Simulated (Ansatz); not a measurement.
Ideal-gas functions of ClFSn (`[F][Sn][Cl]`) at 800 K and 1 bar, from an Ansatz frequency run at PBE0-D4/def2-TZVP.

Molar mass 173.16 g/mol, point group Cs (symmetry number 1), electronic degeneracy 1, moments of inertia 56.393, 168.226, 224.619 u Å². Harmonic wavenumbers (cm⁻¹, unscaled): 157, 353, 594.

Use S(trans) = R[1.5 ln M + 2.5 ln T − 1.1517]; rotational temperatures θ = 24.2544 K / I; S(rot) = R[ln(√π/σ · √(T³/θAθBθC)) + 1.5]; for each mode x = 1.438777 ν̃/T, S = R[x/(eˣ − 1) − ln(1 − e⁻ˣ)] and H = RT x/(eˣ − 1); 1 cm⁻¹ = 0.0119627 kJ/mol; R = 8.31446 J/(mol·K).

Question: By hand: the entropy, in J/(mol·K).

Answer: Translation 193.7. Rotation: θ = 0.4301, 0.1442, 0.108 K, giving 121.4. Vibration, mode by mode: 18.86, 12.23, 8.15, in all 39.2. Electronic 0.0. Sum 354.3 J/(mol·K).

Question: By hand: H − E and G − E in kJ/mol, counted from the electronic energy.

Answer: Zero-point energy ½ × 1104 × 0.0119627 = 6.6; thermal vibration 14.2; translation, rotation and pV give 4 RT = 26.6. H − E = 47.4 kJ/mol, and G − E = 47.4 − 800 × 354.3/1000 = -236.0 kJ/mol.

Vibration gives 11 % of the entropy.
